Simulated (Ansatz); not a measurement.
C$_{2}$H$_{8}$AlFSe, SMILES `[CH3][Al-]([CH3])([F])[SeH2+]`. Charge 0, multiplicity 1.

```xyz
13

C    -0.629   -0.399   -1.792
Al    0.465    0.066   -0.238
C     0.983   -1.228    1.134
F     1.480    1.388   -0.423
Se   -1.386    1.489    1.185
H    -1.496   -1.008   -1.518
H    -0.993    0.482   -2.328
H    -0.046   -0.987   -2.510
H     1.410   -0.750    2.021
H     1.745   -1.914    0.748
H     0.140   -1.845    1.458
H    -0.347    2.097    2.025
H    -1.325    2.609    0.238
```

Task: What are the harmonic wavenumbers in cm⁻¹ at PBE0-D4/def2-TZVP (Ansatz, finite differences of forces, unscaled)? (Best estimate.)

Result: Ansatz gave: 66, 82, 90, 100, 104, 126, 158, 205, 222, 366, 384, 546, 597, 619, 683, 696, 713, 815, 1053, 1219, 1220, 1440, 1443, 1447, 1451, 2452, 2463, 3030, 3032, 3105, 3106, 3116, 3117.

Task: Is this a minimum?

Result: Yes, all 33 modes are real.

Task: Give the ideal-gas thermochemistry at 298.15 K and 1 bar (rigid rotor, harmonic oscillator; point group Cs, symmetry number 1).

Result: Zero-point energy 234.9 kJ/mol; H(298) − E = 265.4 kJ/mol; entropy 430.8 J/(mol·K), of which translation 171.9, rotation 120.5, vibration 138.4; G(298) − E = 137.0 kJ/mol. Modes under 100 cm⁻¹ are hindered rotations or soft bends, so the harmonic entropy is rough.

Task: And at 400, 500, 600, 800 and 1000 K?

Result: 
```tsv
T (K)	H − E (kJ/mol)	S (J/mol/K)	G − E (kJ/mol)
400	281.7	477.6	90.6
500	299.5	517.4	40.8
600	318.9	552.6	-12.7
800	361.3	613.4	-129.5
1000	407.5	665.0	-257.4
```

Task: Rotational constants (cm⁻¹)?

Result: 0.09213, 0.04066, 0.03903.
